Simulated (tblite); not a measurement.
Species: C₃H₁₁BCl₂Si₂.
SMILES with atom numbers: `[CH3:1][CH2:2][C@H:3]([SiH3:4])[SiH2:5][B:6]([Cl:7])[Cl:8]` (hydrogens: H9, H10, H11 on C1; H12, H13 on C2; H14 on C3; H15, H16, H17 on Si4; H18, H19 on Si5)

Computed with GFN2-xTB (tblite), gas phase: L-BFGS steps from a force-field or distance-geometry start until the largest atomic force falls under 0.01 eV/Å.

Geometry at step 1:
```
atom  x, y, z in Å
C1     -1.8225    0.9947   -0.8168
C2     -1.3686   -0.4708   -0.8934
C3     -0.1562   -0.7517   -0.0229
Si4    -0.5288   -0.3793    1.7840
Si5     1.3712    0.1351   -0.6475
B6      2.9541   -0.0880    0.4685
Cl7     4.0951   -1.3908   -0.0258
Cl8     3.6726    1.4333    1.1494
H9     -1.7293    1.4426   -1.8071
H10    -2.8689    1.0763   -0.5053
H11    -1.2244    1.5649   -0.0959
H12    -1.0856   -0.7126   -1.9237
H13    -2.1908   -1.1162   -0.5659
H14     0.0481   -1.8208   -0.0972
H15    -1.8545   -0.9305    2.0660
H16     0.4223   -1.1160    2.6439
H17    -0.5700    1.0425    2.1111
H18     1.6744   -0.4698   -1.9569
H19     1.1518    1.5662   -0.8718
```

**Question.** What forces act on the atoms?

**Answer.** 
```
atom  Fx (eV/Å)  Fy (eV/Å)  Fz (eV/Å)
  C1     -0.136      0.048     -0.079
  C2     -0.125      0.201     -0.057
  C3     -0.268     -0.096      0.122
 Si4     -0.114     -0.342      0.747
 Si5      0.279      0.007     -0.196
  B6      1.780      0.525     -0.432
 Cl7     -0.702      0.928      0.759
 Cl8     -0.394     -1.389     -0.221
  H9     -0.005      0.165      0.247
 H10      0.225     -0.058     -0.100
 H11     -0.187     -0.169     -0.403
 H12     -0.347     -0.067      0.077
 H13      0.085     -0.010     -0.247
 H14      0.060     -0.153      0.034
 H15     -0.112     -0.014      0.055
 H16     -0.040      0.223     -0.136
 H17      0.131      0.039      0.045
 H18     -0.031      0.075     -0.154
 H19     -0.100      0.086     -0.061
```

The largest, 1.91 eV/Å, acts on B6; the rms over all components is 0.407 eV/Å. The forces sum to zero within rounding, as they must for an isolated molecule in no field.

**Question.** Give the force on B6 in Eh/bohr and in nN.

**Answer.** 1.905 eV/Å ÷ 51.422 = 0.03705 Eh/bohr, and 1.905 eV/Å × 1.602 = 3.05 nN.

**Question.** How far is this geometry from the end of the optimisation?

**Answer.** 0.564 eV above it, and 0.479 Å rms away after alignment. The bonds farthest from their final lengths, with half the difference of the two atoms' forces along the bond (positive lengthens):

```
  bond  now (Å)  final (Å)  force along bond (eV/Å)
B6–Cl8    1.815      1.721                    -1.19
B6–Cl7    1.801      1.722                    -1.10
C3–Si5    1.873      1.917                    +0.30
Si5–B6    1.950      1.985                    +0.51
C3–Si4    1.882      1.910                    +0.26
 C1–C2    1.536      1.521                    -0.07
```

The angle farthest from its final value is C3–Si5–B6, 114.6° against 108.0°.

Of the 6 listed bonds off by 0.010 Å or more, this force points towards the final length in 6.

What follows is the cost of the whole relaxation. The run took 4.9 s on an Intel Xeon at 2.50 GHz with one thread, shared host with 64 logical CPUs at a one-minute load of 63.
